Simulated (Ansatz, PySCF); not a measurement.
Complex: H2O (SMILES O) (first 3 atoms) with AsH3 (SMILES [AsH3]); geometry from B3LYP-D3(BJ)/def2-TZVP, rigid monomers moved along the line of their centres of mass till H3···As4 is 3.77 Å.
(charge 0, multiplicity 1):
```xyz
7

O     -0.049     0.632    -0.600
H     -0.910     0.306    -0.879
H     -0.001     0.439     0.346
As     0.330    -0.771     3.905
H     -0.100    -0.081     5.191
H      1.744    -1.015     4.409
H     -0.160    -2.133     4.375
```

Counterpoise-corrected where a basis set is named; no monomer relaxation.

Frozen-core correlation. Filled d and f shells under p-block atoms count as core. CBS(a, b) extrapolates the correlation energy as X⁻³ and adds the Hartree–Fock energy of set b.

Programs: Ansatz (an electronic-structure program) with Gaussian orbitals; PySCF for the dispersion terms. 

PBE/def2-TZVPPD gives -39.8 meV for the interaction energy.

Question: How do the other levels lie against it? Give each less PBE: PBE-D3(BJ)/def2-TZVPPD, r2SCAN/def2-TZVPPD, PBE0/def2-TZVPPD, wB97M-V/def2-TZVPPD, MP2/CBS(aug-cc-pVDZ, aug-cc-pVTZ), CCSD(T)/CBS(aug-cc-pVDZ, aug-cc-pVTZ).

Answer: PBE-D3(BJ)/def2-TZVPPD -9.2; r2SCAN/def2-TZVPPD 4.1; PBE0/def2-TZVPPD 1.1; wB97M-V/def2-TZVPPD -1.0; MP2/CBS(aug-cc-pVDZ, aug-cc-pVTZ) -2.5; CCSD(T)/CBS(aug-cc-pVDZ, aug-cc-pVTZ) -2.6 meV. 2 of 6 lie above PBE; the widest gap is to PBE-D3(BJ)/def2-TZVPPD.
